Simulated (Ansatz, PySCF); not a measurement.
C2H7NSi2, SMILES [SiH3][C@H]1N=C[SiH2]1. Atoms are numbered in the order given.

```xyz
12

Si     1.7342     0.7069     0.3134
C      0.3761    -0.5947     0.2057
N     -0.6701    -0.3666     1.2556
C     -1.7357    -0.0816     0.5903
Si    -0.9778    -0.3433    -1.1148
H      1.1202     2.0579     0.1533
H      2.4560     0.6451     1.6161
H      2.7067     0.4833    -0.7986
H      0.8220    -1.5991     0.3000
H     -2.6740     0.1701     1.1041
H     -1.4311    -1.5421    -1.8769
H     -0.8626     0.8075    -2.0581
```

Geometry optimised at ωB97X-D3(BJ)/def2-SVP. The structure was generated by enumeration; whether it is a known compound was not checked.

Two levels are set side by side: PBE-D3(BJ)/def2-SVP (Ansatz, an electronic-structure program) and ωB97X-D3(BJ)/def2-SVP (PySCF). Each level has its own optimised geometry; the coordinates shown are those of the second. Frequencies come from the Hessian of PySCF at each geometry. Differences are taken from unrounded values.

```json
[
 {"quantity": "mean bond length (Å)", "ωB97X-D3(BJ)": "1.511", "PBE-D3(BJ)": "1.523", "PBE-D3(BJ) minus ωB97X-D3(BJ)": "0.013"},
 {"quantity": "bond Si1–C2 (Å)", "ωB97X-D3(BJ)": "1.884", "PBE-D3(BJ)": "1.901", "PBE-D3(BJ) minus ωB97X-D3(BJ)": "0.016"},
 {"quantity": "bond C2–N3 (Å)", "ωB97X-D3(BJ)": "1.500", "PBE-D3(BJ)": "1.499", "PBE-D3(BJ) minus ωB97X-D3(BJ)": "0.000"},
 {"quantity": "bond C2–Si5 (Å)", "ωB97X-D3(BJ)": "1.908", "PBE-D3(BJ)": "1.932", "PBE-D3(BJ) minus ωB97X-D3(BJ)": "0.024"},
 {"quantity": "bond N3–C4 (Å)", "ωB97X-D3(BJ)": "1.288", "PBE-D3(BJ)": "1.301", "PBE-D3(BJ) minus ωB97X-D3(BJ)": "0.013"},
 {"quantity": "bond C4–Si5 (Å)", "ωB97X-D3(BJ)": "1.884", "PBE-D3(BJ)": "1.895", "PBE-D3(BJ) minus ωB97X-D3(BJ)": "0.011"},
 {"quantity": "bond Si1–H6 (Å)", "ωB97X-D3(BJ)": "1.493", "PBE-D3(BJ)": "1.505", "PBE-D3(BJ) minus ωB97X-D3(BJ)": "0.012"},
 {"quantity": "bond Si1–H7 (Å)", "ωB97X-D3(BJ)": "1.491", "PBE-D3(BJ)": "1.504", "PBE-D3(BJ) minus ωB97X-D3(BJ)": "0.013"},
 {"quantity": "bond Si1–H8 (Å)", "ωB97X-D3(BJ)": "1.494", "PBE-D3(BJ)": "1.506", "PBE-D3(BJ) minus ωB97X-D3(BJ)": "0.012"},
 {"quantity": "bond C2–H9 (Å)", "ωB97X-D3(BJ)": "1.103", "PBE-D3(BJ)": "1.112", "PBE-D3(BJ) minus ωB97X-D3(BJ)": "0.009"},
 {"quantity": "bond C4–H10 (Å)", "ωB97X-D3(BJ)": "1.099", "PBE-D3(BJ)": "1.107", "PBE-D3(BJ) minus ωB97X-D3(BJ)": "0.008"},
 {"quantity": "bond Si5–H11 (Å)", "ωB97X-D3(BJ)": "1.491", "PBE-D3(BJ)": "1.508", "PBE-D3(BJ) minus ωB97X-D3(BJ)": "0.016"},
 {"quantity": "bond Si5–H12 (Å)", "ωB97X-D3(BJ)": "1.492", "PBE-D3(BJ)": "1.509", "PBE-D3(BJ) minus ωB97X-D3(BJ)": "0.017"},
 {"quantity": "highest harmonic wavenumber (cm⁻¹)", "ωB97X-D3(BJ)": "3174", "PBE-D3(BJ)": "3061", "PBE-D3(BJ) minus ωB97X-D3(BJ)": "-112"},
 {"quantity": "mean harmonic wavenumber (cm⁻¹)", "ωB97X-D3(BJ)": "1179", "PBE-D3(BJ)": "1117", "PBE-D3(BJ) minus ωB97X-D3(BJ)": "-61"},
 {"quantity": "zero-point energy (kcal/mol)", "ωB97X-D3(BJ)": "50.54", "PBE-D3(BJ)": "47.91", "PBE-D3(BJ) minus ωB97X-D3(BJ)": "-2.64"}
]
```

GGA bonds tend to be longer and softer than those of functionals with exact exchange. Differences between two approximate levels are no errors against the true value.
